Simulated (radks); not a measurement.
The numbers below are computed, except where a source is named.
Task: Spherical quantum dot in the effective-mass picture: electrons in a parabolic well V = omega^2 r^2 / 2 with omega = 0.245, all in effective atomic units (hartree* = m*/eps^2 hartree, bohr* = eps/m* bohr), one dielectric constant everywhere. Level of theory: non-relativistic Kohn-Sham, LDA (Slater exchange, Perdew-Wang correlation), spin-polarised, spherical densities (a radial shooting solver with Libxc functionals). Levels are named by radial order and angular momentum (1s, 1p, 1d, 2s, ...), and open shells are averaged over m. At N = 31 the configuration is 1s2 1p6 1d10 2s2 1f(up 7, down 4). Does electron 32 go into 2p up or 2p down or 1f down?

Result: Into 1f down. The total energies of the other choices lie higher by 0.0382 hartree* (2p up), 0.0431 hartree* (2p down).
